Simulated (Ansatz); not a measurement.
`CC[N](CC)[Ge]([F])([O]C)[O]C` → 6 C• + F• + Ge• + 16 H• + N• + 2 O•  (atomization)

Gas-phase electronic energies from Ansatz, PBE0-D4/def2-TZVP geometries. CBS: MP2 limit from def2 TZ/QZ plus the TZ coupled-cluster correction, frozen cores. This one scheme is used for every species, atoms too. DFT in def2-TZVPP. HSE06 is defined as in plane-wave codes. No spin–orbit coupling; open shells (•) take unrestricted orbitals. Spin–orbit coupling would lower the free atoms: a little for C, F, O; clearly for Ge. Bonds to Ge are less sure, by a few kJ/mol each and by 10 to 20 or more in all where they break to atoms, as the def2 sets lack core-valence functions. Scalar relativity is left out up to krypton. Each species was taken in one conformer, which may not be the lowest.

```
             level  ΔE (kJ/mol)  difference from CCSD(T)/CBS
            PBE-D4      10706.5                        193.3
         revPBE-D4      10444.6                        -68.6
            B97M-V      10501.6                        -11.6
          BHLYP-D4      10185.1                       -328.1
           r2SCAN0      10330.2                       -183.0
             HSE06      10465.9                        -47.3
           LC-ωPBE      10471.1                        -42.1
CCSD(T)/def2-TZVPP      10270.2                       -243.0
     HF/def2-QZVPP       7605.0                      -2908.2
      HF/CBS(def2)       7607.0                      -2906.2
       CCSD(T)/CBS      10513.2                            0
```

Largest T1 diagnostic among the species: 0.011.

From BLYP to BHLYP (50 % exact exchange), in def2-TZVPP and without D4, ΔE moves by −218.7 kJ/mol: exact exchange takes away binding that semilocal exchange gives to molecules. In def2-TZVPP, CCSD(T) changes the Hartree–Fock value by +2677.2 kJ/mol (the triples alone add +154.8 kJ/mol) and MP2 by +2843.7 kJ/mol; breaking electron pairs costs correlation energy, which Hartree–Fock lacks.

For atomizations the MP2-based limit and the directly extrapolated one differ by several kJ/mol either way, and by 10 to 25 for some Ge, Se and Sn compounds, so smaller differences from it don't rank the levels.
